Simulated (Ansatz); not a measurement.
Ansatz (a first-principles code) input (PBE0/def2-SVPD):

Ansatz 0.2 input:
```yaml
crystal:
  periodic: [false, false, false]
  atoms:
    - {symbol: F, position_ang: [0.00000000, 0.00000000, 0.00000000]}
basis:
  gaussian:
    orbitals: def2-SVPD
hamiltonian:
  xc: {name: PBE0}
magnetization: {spin_polarized: true, initial_magnetization: 1}
scf: {lower_state_search: full}
```

Output:

```
Functional definition: PBE0
integrals: 0.00 GiB planned
155 factors; their error is unknown
mean field: 0.07 GiB planned
mean field evaluation 1: about -2709.0567 eV, gradient 4.7e0 eV
mean field evaluation 2: about -2709.1150 eV, gradient 1.8e0 eV
mean field evaluation 4: about -2709.1259 eV, gradient 2.7e-2 eV
mean field evaluation 8: about -2709.1540 eV, gradient 6.4e-4 eV
mean field evaluation 16: about -2709.0791 eV, gradient 3.9e0 eV
mean field evaluation 32: about -2709.1540 eV, gradient 9.7e-4 eV
mean field -2709.15401186 eV, -99.5595736054 hartree, gradient 2.7e-5 eV, S^2 0.751618; 2 other end points of the search recorded, 0 dependent functions left out
reference -2709.15403415 eV, -99.5595744244 hartree; 5, 4 occupied and 18, 19 virtual orbitals, 155 factors
Total energy: -2709.15403415 eV, -99.5595744244 hartree
```
